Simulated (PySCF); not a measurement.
# [Pr(H2O)4]3+ relaxed at several levels

Computed with PySCF 2.14.0, def2-SVP on the ligands, density fitting, scalar-relativistic core potentials, no spin-orbit coupling, vacuum. Each row is relaxed at its own level from the same template. Distances are means of the shortest metal–ligand contacts, charges and spins Mulliken's; removal energies are rigid, with the ligand's formal charge and no counterpoise, so too large; for an anion taken off a cation in vacuum most of it is the attraction of opposite charges, and multiply charged cations can part far more cheaply with an electron moved from ligand to metal. lcecp potentials hold a fixed number of 4f electrons in the core, out of states, spins and gaps.

| level | basis on the metal | point group | M–H2O (Å) | charge on M (e) | removal of one H2O (eV) | strongest infrared band, degenerate modes summed (cm⁻¹) | unstable modes (below −25 cm⁻¹) |
| --- | --- | --- | --- | --- | --- | --- | --- |
| PBE | lcecp-1-SVP with ECP48 | S4 | 2.395 | 1.67 | 3.22 | 3494 | 0 |

What does the calculation give for PBE0, lcecp-1-SVP with ECP48?

point group: S4, M–H2O (Å): 2.390, charge on M (e): 1.84, removal of one H2O (eV): 3.16, strongest infrared band, degenerate modes summed (cm⁻¹): 3636, unstable modes (below −25 cm⁻¹): 0.
```xyz
13

Pr    0.0000    0.0000    0.0000
O     1.4307    1.3224    1.3842
H     1.3712    1.4787    2.3529
H     2.2283    1.8338    1.1234
O    -1.4306   -1.3843    1.3224
H    -2.2284   -1.1234    1.8337
H    -1.3712   -2.3529    1.4787
O     1.4307   -1.3224   -1.3842
H     2.2283   -1.8338   -1.1234
H     1.3712   -1.4787   -2.3529
O    -1.4306    1.3843   -1.3224
H    -1.3712    2.3529   -1.4787
H    -2.2284    1.1234   -1.8337
```

Moved off a saddle point of the template and relaxed again: PBE, PBE0. One start shape was tried for each, so a minimum needn't be the lowest isomer.
